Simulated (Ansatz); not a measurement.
Mulliken charges of GeH4O2Si, SMILES `[OH][Ge][O][SiH3]` from PBE/def2-TZVPP in Ansatz (PBE0-D4/def2-TZVP geometry).

| atom | x (Å) | y (Å) | z (Å) | charge (e) |
| --- | --- | --- | --- | --- |
| O1 | 1.410 | 2.505 | 0.150 | -0.373 |
| Ge2 | 1.624 | 0.903 | -0.581 | 0.472 |
| O3 | 0.084 | 0.200 | 0.031 | -0.421 |
| Si4 | -0.715 | -1.229 | -0.057 | 0.345 |
| H5 | 0.587 | 2.577 | 0.647 | 0.177 |
| H6 | -2.046 | -1.018 | -0.682 | -0.066 |
| H7 | 0.049 | -2.215 | -0.873 | -0.068 |
| H8 | -0.901 | -1.781 | 1.310 | -0.066 |

**Question.** By hand: the dipole of these point charges (1 e Å = 4.8032 D).

**Answer.** Σ q r = (0.254, -0.225, -0.230) e Å, of length 0.410 e Å = 1.97 D.

**Question.** How does the dipole of the full density compare? (An estimate is asked.)

**Answer.** Computed: (-0.049, -0.103, -0.011) e Å, 0.55 D; the point charges give 3.58 times that, at 74° from its direction.

Point charges leave out the atoms' own dipoles, such as those of lone pairs, and Mulliken's split depends on the basis, so the two needn't agree.
